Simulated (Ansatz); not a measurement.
Reactions of `[SiH3]C1=CN1`.

Computed with Ansatz on PBE0-D4/def2-TZVP structures; ΔE is electronic, products minus reactants. CCSD(T)/CBS is the MP2 limit (def2-TZVPP, def2-QZVPP) plus CCSD(T) − MP2 in def2-TZVPP, frozen cores. Functionals use def2-TZVPP. Elements past krypton have def2 core potentials. For Sn, Zn outer-core shells are correlated without core-valence functions, which leaves a few kJ/mol of doubt a bond. Scalar relativity is left out up to krypton. One conformer a species, not always the lowest.

```tsv
reaction	r2SCAN-D4 (eV)	CCSD(T)/CBS(def2) (eV)
`[SiH3]C1=CN1` → `C#CN[SiH3]`	-1.83	-1.89
`[SiH3]C1=CN1` + `O/C([SiH3])=C/[SiH3]` → `[SiH3]C=C([SiH3])[SiH3]` + `OC1=CN1`	0.35	0.37
`[SiH3]C1=CN1` → `C1=NC[SiH2]1`	-1.90	-1.92
`[SiH3]C1=CN1` + `N[CH2][Zn][F]` → `[F][Zn][CH2][SiH3]` + `NC1=CN1`	-0.69	-0.51
`[SiH3]C1=CN1` + `C[O][Sn][NH2]` → `[NH2][Sn][O][SiH3]` + `CC1=CN1`	-1.66	-1.71
```

Largest T1 diagnostic: 0.017, for `C[O][Sn][NH2]`.
